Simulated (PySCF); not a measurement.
Cd(SiH3)(GeH3) (CdGeH6Si), SMILES [SiH3][Cd][GeH3].

Geometry: B3LYP-D3(BJ)/def2-SVP. The structure was generated by enumeration; whether it is a known compound was not checked. The def2 effective core potentials stand for the cores of Cd; spin–orbit coupling is left out.

These are PBE/def2-TZVPD in PySCF values and carry that method's errors.

Gas-phase values at a fixed geometry.

- total energy = -2537.39930 hartree
- point group = C3
- highest occupied level = -5.81 eV
- lowest empty level = -2.01 eV
- orbital gap = 3.80 eV
- dipole moment = 0.26 D
- quadrupole, principal values (traceless, Buckingham form, about the centre of nuclear charge) = -11.07, 5.53, 5.53 D·Å
- mean static polarisability = 118.1 bohr³ (17.50 Å³)
- polarisability, principal values = 86.3, 86.3, 181.8 bohr³
